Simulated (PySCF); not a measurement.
C5H3F2O (doublet state).
Z-matrix (Å and degrees, GFN2-xTB geometry), rows numbered from 1:
```
F 
C   1  1.3317
F   2  1.3285  1  111.64
C   2  1.3700  1  122.79  3   179.94
C   4  1.4092  2  129.64  1     0.02
C   5  1.3970  4  105.73  2   180.00
C   6  1.3702  5  106.82  4     0.01
O   7  1.3481  6  111.20  5    -0.02
H   5  1.0691  4  125.68  2    -0.07
H   6  1.0704  5  126.84  4  -179.98
H   7  1.0713  6  131.98  5   179.91
```

The hyperfine couplings belong to this conformer and change with its torsions.

Identity: `F[C](F)c1ccco1` [radical].

Computed with UKS B3LYP, pcH-1 on C F H O, non-relativistic, mean-field spin-orbit, GIAO (PySCF). The structure is a single GFN2-xTB conformer in the gas phase; no vibrational or solvent corrections. Couplings are sensitive to structure, and on GFN2-xTB geometries they can be far from those on DFT ones. Stability of the SCF solution: not tested. ⟨S²⟩ is 0.777 where a pure state has 0.75.

Task: Give the principal g shifts and their parts.

Result: 
| Δg (ppm) | 1 | 2 | 3 |
| --- | --- | --- | --- |
| relativistic mass correction | -222 | -222 | -222 |
| gauge correction | -3 | 47 | 45 |
| orbital Zeeman/spin–orbit | -157 | 2133 | 2382 |
| total | -382 | 1958 | 2205 |

So g = 2.00194, 2.00428, 2.00452 and g_iso = 2.00358; the tensor is close to axial: the two nearest values differ by 10 % of g3 − g1. Axes: g1 is normal to the molecular plane, g2 points within 1° of the C4–C5 bond and g3 points within 9° of the C7–H11 bond.

Task: At 9.739 GHz, how far is the centre of the isotropic spectrum from where a free electron (g = 2.002319) resonates?

Result: B = hν/(g μB) with μB/h = 13.99624 MHz/mT gives 347.51 mT for the free electron and 347.29 mT at g_iso, 0.22 mT lower.

Task: What are the electron Larmor frequencies g μB B/h along the three axes at 350 mT?

Result: 9.8069, 9.8183, 9.8195 GHz for g1, g2 and g3, a range of 12.7 MHz.

Task: In a frozen sample, at which fields do the three g values resonate at 9.5, 34, 94 and 263 GHz (hyperfine left aside), and which band first spreads them over more than twice a line width of 1.0 mT?

Result: 
| band | GHz | B(g3) mT | B(g2) mT | B(g1) mT | spread mT |
| --- | --- | --- | --- | --- | --- |
| X | 9.5 | 338.61 | 338.65 | 339.05 | 0.44 |
| Q | 34.0 | 1211.87 | 1212.02 | 1213.44 | 1.57 |
| W | 94.0 | 3350.46 | 3350.88 | 3354.79 | 4.33 |
| J | 263.0 | 9374.17 | 9375.33 | 9386.29 | 12.12 |

The spread grows in proportion to the frequency. W band is the first where it exceeds 2.0 mT.

Largest spin populations (Mulliken): C2 (+0.53), C5 (+0.40), C7 (+0.33) and C4 (-0.19). Three atoms exceed +0.15. The positive populations add up to 1.36 and the negative ones to -0.36, together 2S = 1. The angles at C2 add up to 360.0°, so it is planar.

The HOMO–LUMO gaps are 5.13 eV among the α and 5.17 eV among the β orbitals.
